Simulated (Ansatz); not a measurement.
Total energies of (LiH)4 cube (Li4H4) from Ansatz at CCSD(T)/def2-TZVPP, gas phase (1 Eh = 27.2114 eV = 2625.5 kJ/mol). The reference geometry is relaxed at PBE-D4/def2-TZVP.

| atom | x (Å) | y (Å) | z (Å) |
| --- | --- | --- | --- |
| Li1 | -1.4235 | -0.0345 | 0.5465 |
| H2 | -0.7929 | -1.2994 | -0.6189 |
| Li3 | 0.7292 | -1.2785 | 0.3999 |
| H4 | 0.0450 | -0.1152 | 1.6386 |
| Li5 | 0.7360 | 1.2060 | 0.5745 |
| H6 | -0.7857 | 1.3774 | -0.4309 |
| Li7 | -0.0417 | 0.1070 | -1.5209 |
| H8 | 1.5337 | 0.0372 | -0.5888 |

```tsv
state	geometry	energy (Eh)
charge 0 singlet	reference	-32.45820
charge 1 doublet	reference	-32.13168
free Li atom (doublet)	–	-7.46805
free H atom (doublet)	–	-0.49981
```

Correlated methods freeze no core orbitals; core or outer-core shells of Li are correlated, in sets that lack core-valence functions.

Question: Work out the vertical ionisation energy to the doublet.

Answer: E(charge 1 doublet) − E(charge 0 singlet) = -32.13168 − (-32.45820) = 0.32652 Eh = 8.89 eV.

Question: What is the binding energy per atom against free atoms?

Answer: Atoms: 4 × (-7.46805) + 4 × (-0.49981) = -31.87144 Eh. Binding: -31.87144 − (-32.45820) = 0.58676 Eh = 15.97 eV, or 2.00 eV for each of 8 atoms (no zero-point energy, no counterpoise term).
